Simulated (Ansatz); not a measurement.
`BCC(O)=S` and `OC(=S)[TeH]` differ in one atom or group.

Ansatz, PBE0-D4/def2-TZVP geometries, multiplicity 1. Each molecule was computed in one conformer, which needn't be the lowest.

Elements past krypton have def2 core potentials.

```csv
property,`BCC(O)=S`
size of the dipole moment (B3LYP/def2-TZVPP) / D,4.05
HOMO–LUMO gap (B3LYP/def2-TZVPP) / eV,3.84
size of the dipole moment (ωB97M-V/def2-TZVPP) / D,4.13
HOMO energy (ωB97M-V/def2-TZVPP) / eV,-8.65
LUMO energy (PBE/def2-TZVPP) / eV,-3.12
HOMO–LUMO gap (ωB97M-V/def2-TZVPP) / eV,8.43
```

Task: Give the same properties after the change, and the shifts. (Estimate.)

Result: The calculation gave: 
| property | `OC(=S)[TeH]` | shift |
| --- | --- | --- |
| size of the dipole moment (B3LYP/def2-TZVPP) / D | 3.20 | -0.85 |
| HOMO–LUMO gap (B3LYP/def2-TZVPP) / eV | 4.42 | 0.58 |
| size of the dipole moment (ωB97M-V/def2-TZVPP) / D | 3.26 | -0.87 |
| HOMO energy (ωB97M-V/def2-TZVPP) / eV | -8.76 | -0.11 |
| LUMO energy (PBE/def2-TZVPP) / eV | -2.55 | 0.57 |
| HOMO–LUMO gap (ωB97M-V/def2-TZVPP) / eV | 8.79 | 0.36 |

With PBE0 the HOMO falls by 0.23 eV and the LUMO rises by 0.36 eV, so the gap widens by about 0.59 eV. PBE moves the HOMO by -0.28 eV and ωB97M-V by -0.11 eV. Dipoles are sizes alone; their direction can turn.

B3LYP here is the variant with VWN-RPA as its local correlation; programs differ in this.

Spin–orbit coupling is left out; it splits and shifts lone-pair levels of the heavy atoms by tenths of an eV.
